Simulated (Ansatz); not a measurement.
`[SiH3][Al]1[O][SiH2]1`, relaxed with RKS PBE-D4/def2-SVP in Ansatz from a rough embedded geometry. The force threshold is 0.03 eV/Å; the program also tests the step.

Total charge 0; spin multiplicity 1.

Start:

```xyz
9

Si    0.385    1.961   -0.496
Al   -0.608    0.101    0.420
O    -1.626   -1.388    0.249
Si   -0.206   -2.175    0.576
H     0.903    2.883    0.593
H     1.572    1.596   -1.350
H    -0.556    2.736   -1.345
H    -0.226   -2.765    1.928
H     0.362   -2.950   -0.576
```

Task: How much energy does the relaxation release, and in how many steps? (Estimate.)

Result: Ansatz gave: 82.72 kJ/mol, in 7 steps.

Task: Which bonds change most? (Estimate.)

Result: Ansatz gave: Si1–Al2 from 2.299 to 2.457 Å; O3–Si4 from 1.656 to 1.740 Å; Si4–H8 from 1.475 to 1.508 Å; Al2–O3 from 1.812 to 1.779 Å.

Task: Give the relaxed structure. (An estimate is asked.)

Result: The calculation gave: 
```xyz
9

Si    0.427    2.182   -0.551
Al    0.150   -0.165    0.121
O    -1.272   -1.219   -0.053
Si   -0.207   -2.375    0.694
H     0.862    2.997    0.640
H     1.504    2.273   -1.601
H    -0.850    2.758   -1.104
H    -0.697   -2.878    2.028
H     0.084   -3.574   -0.173
```
